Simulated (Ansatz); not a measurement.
Geometry optimisation, RKS LDA/def2-SVP (Ansatz 0.2.0).

input.yaml

```yaml
crystal:
  periodic: [false, false, false]
  atoms:
    - { symbol: Zn, position_ang: [0.0, 0.0, 0.0] }
    - { symbol: Cl, position_ang: [0.0, 0.0, 2.59] }
    - { symbol: O, position_ang: [0.0, 0.0, -1.79] }
    - { symbol: H, position_ang: [0.2547, -0.9174, -2.1271] }
    - { symbol: H, position_ang: [-1.7461, -0.3167, 0.5897] }
    - { symbol: H, position_ang: [-1.486, -0.2695, 1.5637] }
basis:
  gaussian: { orbitals: def2-SVP }
hamiltonian:
  xc: lda
relax:
  f_tol: 0.15
  max_steps: 25
  restrain:
    - { distance: [0, 4], at: 2.77, k: 30.0 }
    - { distance: [5, 1], at: 2.57, k: 30.0 }
    - { distance: [0, 1], at: 2.24, k: 30.0 }
    - { distance: [5, 4], at: 0.66, k: 30.0 }
```

Launched with:

```bash
$ ansatz run input.yaml --threads 1 --pin off --max-ram 2048MiB --backend cpu --events-out ev --progress --plain --runs-dir out
```

Problem. Where does it end, and by what steps?

Solution. It converged. The restraints hold the end off the free minimum. After 7 steps the energy has fallen by 1.399 eV (the restraints' own energy left out); H5 moved furthest, 0.69 Å. Joined: H5–H6 (1.01 → 0.73 Å).

```
step  energy less start (eV)  largest force component (eV/Å)  accepted
   0                  0.0000                           1.912       yes
   1                 -0.4533                           2.206       yes
   2                 -0.7058                           3.314       yes
   3                 -1.1790                           3.163       yes
   4                 -1.4181                           1.489       yes
   5                 -1.4109                           1.479       yes
   6                 -1.3996                           1.551       yes
   7                 -1.3990                           1.575       yes
```

```xyz
6
Properties=species:S:1:pos:R:3
Zn 0.263 -0.052 0.111
Cl 0.511 0.091 2.283
O 0.042 -0.029 -1.617
H 0.424 -0.806 -2.066
H -2.388 -0.403 0.826
H -1.830 -0.304 1.290
```

Time of the run: 14 s on 1 thread of Arm Neoverse V2 (shared host), peak memory 0.14 GiB.
